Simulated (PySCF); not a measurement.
C4H12N2Si.
SMILES: `CN1CC[Si@@]1(C)N`

The calculation used TDDFT CAM-B3LYP/def2-SVPD, vertical, gas phase, core orbitals frozen in the response in PySCF 2.14.0, density-fitted response routines. One conformer (not necessarily the lowest) at the GFN2-xTB geometry, without solvent, vibrations or thermal averaging. Torsions of this conformer, `[CH3:1][N:2]1[CH2:3][CH2:4][Si@@:5]1([CH3:6])[NH2:7]`: H–N7–Si5–C4 -108°, H–N7–Si5–C4 37°.

Orbital energies (eV): HOMO-3 -10.60, HOMO-2 -9.71, HOMO-1 -8.50, HOMO -7.31, LUMO 1.10, LUMO+1 1.80, LUMO+2 2.05.

Lowest singlets, with some entries withheld (?).

```csv
state,E (eV),f,"main configurations (H = HOMO, L = LUMO)"
S1,5.66,0.0003,"H→L (69%), H→L+1 (26%)"
S2,6.38,0.034,"H→L+1 (62%), H→L (24%)"
S3,6.51,0.011,"H→L+2 (73%), H→L+3 (14%)"
S4,6.55,0.039,H-1→L (74%)
S5,?,0.060,"H→L+3 (73%), H→L+2 (15%)"
S6,?,0.020,"H→L+4 (63%), H→L+5 (17%), H→L+7 (12%)"
S7,?,0.0079,"H-1→L+3 (25%), H-2→L (23%), H-1→L+1 (17%)"
S8,?,0.0008,"H→L+5 (39%), H→L+8 (15%), H→L+7 (11%)"
```

Problem. Supply the missing values.

Solution. 
- S5: E = 6.84 eV
- S6: E = 7.11 eV
- S7: E = 7.55 eV
- S8: E = 7.58 eV

Problem. What is the mean static polarisability from the same response equations?

Solution. 87.5 au (12.97 Å³), with principal values 80.5, 86.3 and 95.8 au.

Problem. Where do the lowest triplets lie (Tamm–Dancoff)?

Solution. T1 5.56 eV, H→L (64%), H→L+1 (28%); T2 6.21 eV, H-1→L (59%), H→L+1 (12%); T3 6.32 eV, H→L+1 (36%), H→L (22%), H→L+2 (12%). E(S1) − E(T1) = +0.11 eV.

Problem. How far apart are S2 and S6, in eV and cm⁻¹?

Solution. 7.108 − 6.383 = 0.725 eV, or about 5850 cm⁻¹.

Hardware: one thread, Intel Xeon at 2.50 GHz (x86_64), shared host with 64 logical CPUs at a one-minute load of 56. Cost: 2.4 min wall, 2.1 min CPU, 1.2 GiB resident at most.
